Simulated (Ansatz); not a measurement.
## A cut through the energy surface

InOF2 (SMILES [O][In]([F])[F]), doublet, at its PBE0-D4/def2-TZVP minimum:

O1  (-1.032, -0.030, 1.698)
In2  (0.006, -0.015, 0.008)
F3  (1.457, -1.237, -0.311)
F4  (-0.376, 1.221, -1.416)
(Å)

The angle O1–In2–F4 (122.1° at the minimum) is set to the values below, O1, with anything bonded beyond it, turning rigidly in the plane of the angle. Each method's energies count from its own value at the PBE0-D4 minimum structure. Ansatz 0.2.0; basis: def2-TZVPP; cores frozen in the correlated methods; orbitals are unrestricted. Filled d shells of the heavier atoms are correlated. Core potentials replace the inner electrons of the atoms past krypton. The def2 sets are not built for correlating such inner shells, so the correlated values are less sure here. B3LYP uses VWN-RPA correlation.

| angle (°) | CCSD(T) (kJ/mol) | PBE0-D4 (kJ/mol) | HF (kJ/mol) |
| --- | --- | --- | --- |
| 98.1 | 15.6 | 14.6 | 19.8 |
| 104.1 | ? | 8.0 | 10.8 |
| 110.1 | 3.7 | 3.5 | 4.7 |
| 116.1 | 0.9 | 0.9 | 1.2 |
| 122.1 | 0.0 | 0.0 | 0.0 |
| 128.1 | ? | 0.9 | 1.2 |
| 134.1 | 3.7 | 3.5 | 4.7 |
| 140.1 | ? | 8.0 | 10.8 |
| 146.1 | 15.5 | 14.5 | 19.7 |

Fill in the withheld CCSD(T) values. (An estimate is asked for; the value comes from the calculation.)

By the calculation: 8.5 kJ/mol at 104.1°; 0.9 kJ/mol at 128.1°; 8.5 kJ/mol at 140.1°. These count from the CCSD(T) energy at the PBE0-D4 minimum.

Largest difference from the CCSD(T) curve over the scan: PBE-D4 3.9; r2SCAN-D4 3.0; B3LYP-D4 1.5; wB97M-V 0.2 kJ/mol. Each curve counts from its own value at the minimum.

T1 diagnostic: at most 0.020. ⟨S²⟩ of the unrestricted Hartree–Fock references: 0.76 to 0.77 (a pure state has 0.75).

For scale, one of the runs: CCSD(T)/def2-TZVPP, 143 basis functions (an equivalent command: `ansatz run in.yaml --threads 4`). The run took 34 s on 4 CPU threads (shared host), with 2.8 GiB of host memory at its peak.
